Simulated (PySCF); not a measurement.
C2H6N, multiplicity 2. Atoms are numbered in the order given.

```xyz
9

C      1.1986    -0.3625    -0.2527
N      0.1626     0.4002     0.2565
C     -1.2004    -0.0194    -0.0041
H      1.0392    -0.8049    -1.2290
H      2.2025    -0.0849     0.0420
H      0.3152     0.7427     1.1925
H     -1.4457    -0.9826     0.4633
H     -1.3428    -0.1192    -1.0831
H     -1.8957     0.7393     0.3598
```
Charge 0, spin multiplicity 2.

Coordinates come from a ωB97X-D3(BJ)/def2-TZVP optimisation. The isomer is the one that the SMILES or the coordinates give; other isomers of the formula were not compared.

Calculation: ωB97X-D3(BJ)/def2-TZVP in PySCF.

Harmonic, unscaled wavenumbers; measured fundamentals usually lie a few per cent lower.

```tsv
mode	ν (cm⁻¹)	IR (km/mol)	moving atoms (share of kinetic energy)
1	194	0.1	H 90 %
2	331	17.3	H 79 %, N 15 %
3	391	19.8	H 46 %, C 30 %, N 24 %
4	614	108.2	H 78 %, C 22 %
5	647	61.5	H 79 %, N 12 %, C 9 %
6	983	7.4	C 50 %, H 36 %, N 15 %
7	1046	4.2	H 84 %, C 15 %
8	1145	7.8	H 75 %, C 19 %
9	1262	11.1	H 50 %, C 26 %, N 25 %
10	1315	27.0	H 43 %, N 30 %, C 26 %
11	1454	0.2	H 86 %, C 11 %
12	1481	9.7	H 81 %, C 15 %
13	1494	12.2	H 96 %
14	1509	3.2	H 90 %
15	1551	35.0	H 66 %, N 22 %, C 12 %
16	3020	71.8	H 96 %
17	3102	31.6	H 92 %
18	3144	22.3	H 91 %, C 9 %
19	3164	15.4	H 96 %
20	3276	13.7	H 89 %, C 11 %
21	3625	13.0	H 93 %
```
